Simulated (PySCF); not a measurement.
# N (nitrogen, neutral): UHF calculation

Configuration: [He] 2s1 2p4, high-spin 4P determinant (an excited configuration). Computed with PySCF 2.14 in dyall-acv3z (15s9p4d2f, 76 functions), with scalar relativity by spin-free X2C-1e.

```
Total energy                                                  : -54.033385 hartree
One-electron energy                                           : -73.3038 hartree
Hartree (Coulomb) energy                                      : 25.8505 hartree
Exchange energy                                               : -6.5801 hartree
⟨S²⟩                                                          : 3.8083
⟨L²⟩                                                          : 2.007
Sum of ⟨r⟩                                                    : 7.612 bohr
Sum of ⟨r²⟩                                                   : 13.56 bohr²
Traceless quadrupole moment −½Σ⟨3z² − r²⟩ along its main axis : -1.71 e·bohr²
Langevin diamagnetic susceptibility                           : -10.7 ×10⁻⁶ cm³/mol
```

```csv
shell,electrons,mean orbital energy (eV),spread (eV),"rms radius, mean of both spins (bohr)"
1s α,1,-428.69,0,0.265
1s β,1,-424.89,0,0.265
2s α,1,-33.275,0,1.39
2p α,3,-16.966,1.924,1.69
2p β,1,-8.193,0,1.69
```

Spin-orbit constants ζ (cm⁻¹) from the X2C one-electron operator on these orbitals: bare nucleus, nucleus screened by l(l+1)(2l+1)/3 electrons, and screened by the Breit-Pauli mean field of the electrons.

```csv
shell,bare,screened nucleus,mean field
2p,134.2,95.86,80.67
```

To first order the Landé constant is A = -26.89 cm⁻¹, so the lowest level has J = 5/2 and lies 0.00500 eV below the centre of the term. This holds in LS coupling only.
